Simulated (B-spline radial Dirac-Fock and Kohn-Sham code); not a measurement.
## Total and shell-resolved photoionisation of Mn⁶⁺

System: the Mn⁶⁺ ion, configuration [Ar] 3d1.

Model: Dirac-Hartree-Slater photoionisation with all multipoles and Dirac-Fock thresholds. Program: a radial finite-basis atomic code.

Computed thresholds (eV): K 6673.1, L1 910.5, L2 789.3, L3 779.1, M1 209.2, M2 170.0, M3 168.5, M4 118.2, M5 118.0.

```tsv
photon energy (eV)	total (b)	K (%)	L (%)	M (%)
176	1.719e+06	–	–	100.0
387	631200	–	–	100.0
404	582800	–	–	100.0
444	486000	–	–	100.0
449	475600	–	–	100.0
1160	532600	–	88.4	11.6
2260	96200	–	87.5	12.5
5590	8106	–	86.7	13.3
13300	6384	89.2	9.3	1.5
25700	976.6	89.8	8.8	1.4
30000	619.9	89.9	8.7	1.4
33200	459.2	89.9	8.7	1.4
46800	164.0	90.0	8.6	1.4
63500	64.80	90.0	8.6	1.4
68100	52.30	90.0	8.6	1.4
74700	39.36	90.1	8.6	1.4
78300	34.06	90.1	8.6	1.4
84900	26.54	90.1	8.5	1.4
97600	17.26	90.1	8.5	1.4
108000	12.62	90.1	8.5	1.4
```

Q: With what power of the photon energy does the total fall between 97600 and 108000 eV?

A: As E^-3.09. The non-relativistic Born limit for an s electron far above threshold is E^-3.5; near threshold and at relativistic energies the fall is slower.

Run: 3.6 s of CPU time on 1 thread of Neoverse-N1 (shared host), peak memory 0.31 GiB.
